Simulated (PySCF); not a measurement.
Spin-rotation constants: [C8H9F2]+, charge +1

Cartesian coordinates in Å; atom numbers follow the order of the lines, from 1:
```xyz
19

C     2.4670    1.3907    0.5662
C     1.7457    0.1999    0.3874
C     1.0655   -0.8182    0.2432
C     0.6993   -2.2414   -0.0557
C    -0.4024   -1.3742    0.3504
C    -1.3640   -0.8203   -0.6132
C    -2.0546    0.3071   -0.4470
C    -1.8686    1.2559    0.7085
F    -1.7075    0.6087    1.8846
F    -0.7084    1.9574    0.5274
H     2.9926    1.6777   -0.3467
H     3.1480    1.3280    1.4161
H     1.7327    2.1812    0.7737
H     0.8057   -2.5145   -1.0989
H     1.1072   -2.9587    0.6451
H    -0.7212   -1.3893    1.3889
H    -1.5047   -1.3924   -1.5208
H    -2.7539    0.6337   -1.2008
H    -2.6880    1.9780    0.8199
```

Total charge +1.

Theory: GIAO PBE0/pcSseg-1 magnetisability, rotational g tensor and spin-rotation constants, non-relativistic, gas phase in PySCF 2.14.0. Geometry: GFN2-xTB.

The bonding changed while the geometry was optimised; results refer to the coordinates, not to the name. For an ion the centre-of-mass motion in the field is neglected.

Task: Give the nuclear spin-rotation constants along the inertial axes (H = +C I·J) beside the isotropic shieldings.

Result: Rotational constants 1.6062, 1.2040, 0.8297 GHz. A star marks the isotopologue with that one atom substituted, in its own axes.
```csv
atom,isotope,Caa (kHz),Cbb (kHz),Ccc (kHz),mean (kHz),σ (ppm)
F9,19F,1.626,0.929,0.755,1.103,312.2
F10,19F,1.837,1.337,0.244,1.139,320.7
H11,1H,-0.152,-0.126,-0.018,-0.099,27.9
H12,1H,-0.137,-0.105,-0.037,-0.093,27.8
H13,1H,-0.028,-0.090,-0.111,-0.077,27.9
H14,1H,-0.151,-0.111,-0.021,-0.094,27.3
H15,1H,-0.115,-0.126,-0.026,-0.089,27.2
H16,1H,-0.130,-0.135,0.019,-0.082,25.0
H17,1H,-0.182,-0.016,-0.026,-0.075,24.9
H18,1H,-0.062,-0.138,0.002,-0.066,24.6
H19,1H,0.081,-0.103,-0.096,-0.039,24.7
C1,13C*,0.193,0.151,0.138,0.161,167.5
C2,13C*,0.643,0.476,0.551,0.556,-62.2
C3,13C*,0.541,0.093,0.133,0.256,132.4
C4,13C*,0.355,0.194,0.162,0.237,130.8
C5,13C*,0.505,0.169,0.207,0.293,103.6
C6,13C*,0.460,0.369,0.312,0.380,46.4
C7,13C*,0.515,0.395,0.316,0.409,33.2
C8,13C*,0.470,0.348,0.227,0.348,69.0
```
For the geometry as given, no vibrational averaging.
